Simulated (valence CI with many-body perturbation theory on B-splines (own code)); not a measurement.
# Ag VIII: calculated level list

Level of theory: configuration interaction combined with many-body perturbation theory (CI+MBPT): four valence electrons over a frozen Dirac-Fock core [Kr], radial functions for each j: 7 s, 7 p, 8 d, 6 f, 4 g, 1 h, with the one-electron correlation potential Σ1 (screened to all orders), the two-electron term Σ2, the three-electron term Σ3, Breit, model QED; selected single and double excitations, second order for the rest (own B-spline code, finite nucleus).

Set against measurement, 28 paired levels are off by 387 cm⁻¹ on average, the worst by 1220. These come from a selection out of Atoms 5, 11 (2017), spectra Ag VII to Ag IX. Levels without a partner in it may be off by more, other configurations by 1,000 to 8,000 cm⁻¹. The list stops below the first excitations out of the core.

Levels 46 to 68 of 68, with energies above the lowest level, 4d⁴ ⁵D_0. "Leading %" is the weight of the configuration and term that name the level; weights of strongly mixed levels are sums over their largest components and can fall short.

| No. | Configuration | Term | J | E (cm⁻¹) | Leading % | g | Second component |
| --- | --- | --- | --- | --- | --- | --- | --- |
| 46 | 4d³5s | ³G | 3 | 305570 | 91 | 0.778 | 6 % 4d³5s ³F |
| 47 | 4d³5s | ³G | 4 | 306050 | 67 | 1.042 | 14 % 4d³5s ³H |
| 48 | 4d³5s | ³G | 5 | 306690 | 57 | 1.144 | 30 % 4d³5s ³H |
| 49 | 4d³5s | ³P | 1 | 307440 | 45 | 1.104 | 30 % 4d³5s ³D |
| 50 | 4d³5s | ³P | 0 | 308010 | 99 |  |  |
| 51 | 4d³5s | ³H | 4 | 309230 | 55 | 0.906 | 31 % 4d³5s ¹G |
| 52 | 4d³5s | ³D | 2 | 310970 | 36 | 1.373 | 34 % 4d³5s ³P |
| 53 | 4d³5s | ³P | 1 | 312880 | 73 | 1.422 | 12 % 4d³5s ¹P |
| 54 | 4d³5s | ³H | 6 | 313690 | 99 | 1.166 |  |
| 55 | 4d³5s | ³H | 5 | 314400 | 68 | 1.086 | 29 % 4d³5s ³G |
| 56 | 4d³5s | ³P | 2 | 314470 | 80 | 1.436 | 15 % 4d³5s ³D |
| 57 | 4d³5s | ³P | 1 | 314690 | 49 | 1.040 | 41 % 4d³5s ³D |
| 58 | 4d³5s | ³P | 0 | 315160 | 99 |  |  |
| 59 | 4d³5s | ³D | 3 | 316960 | 95 | 1.334 |  |
| 60 | 4d³5s | ¹G | 4 | 317550 | 55 | 0.967 | 26 % 4d³5s ³H |
| 61 | 4d³5s | ¹H | 5 | 319370 | 91 | 1.015 | 7 % 4d³5s ³G |
| 62 | 4d³5s | ³P | 2 | 319560 | 47 | 1.320 | 42 % 4d³5s ³D |
| 63 | 4d³5s | ¹D | 2 | 323130 | 77 | 1.085 | 17 % 4d³5s ³P |
| 64 | 4d³5s | ¹P | 1 | 324010 | 61 | 1.026 | 21 % 4d³5s ³P |
| 65 | 4d³5s | ³F | 4 | 327350 | 97 | 1.245 |  |
| 66 | 4d³5s | ³F | 3 | 327660 | 96 | 1.086 |  |
| 67 | 4d³5s | ³F | 2 | 328070 | 95 | 0.682 |  |
| 68 | 4d³5s | ¹F | 3 | 333170 | 95 | 1.007 |  |

Names give the largest LS component (configuration and term), which can be under half, so a name can repeat, a term be missing and a line seem to break the LS rules; names also repeat where a configuration has a term twice.

Where two levels of one J and parity lie close, their mixing, g and order are uncertain.
